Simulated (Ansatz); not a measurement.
`C[O][Cu-][NH3+]`. The species carries charge 0 and has multiplicity 1. Geometry: relaxed with PBE0-D4/def2-TZVP. It is one conformer, not always the lowest.

```xyz
10

C     0.041    0.066   -2.252
O    -0.211   -0.808   -1.210
Cu   -0.104   -0.359    0.513
N    -0.027   -0.012    2.402
H    -0.637    0.937   -2.278
H     1.069    0.470   -2.256
H    -0.089   -0.456   -3.214
H     0.928   -0.025    2.745
H    -0.422    0.896    2.626
H    -0.549   -0.709    2.925
```

(1) What is the dipole moment at r2SCAN/def2-TZVPP? (Estimate.)

(2) And with PBE, B3LYP, ωB97M-V? (Estimate.)

(3) Give the Mulliken charges with r2SCAN, B3LYP, ωB97M-V in def2-TZVPP. (Estimate.)

Results:

(1) Computed: 7.50 D, with components (0.44, 1.84, 7.25) D in this frame, pointing from negative to positive charge.

(2) The calculation gave: PBE 7.26 D, B3LYP 7.65 D, ωB97M-V 7.89 D.

(3) Computed: 
```tsv
atom	r2SCAN	B3LYP	ωB97M-V
C1	0.10	-0.04	-0.12
O2	-0.55	-0.54	-0.55
Cu3	0.04	0.08	0.13
N4	-0.17	-0.20	-0.18
H5	0.01	0.05	0.07
H6	0.01	0.05	0.07
H7	0.02	0.07	0.09
H8	0.18	0.18	0.16
H9	0.18	0.18	0.16
H10	0.18	0.18	0.16
```

B3LYP here is the variant with VWN-RPA as its local correlation; programs differ in this.
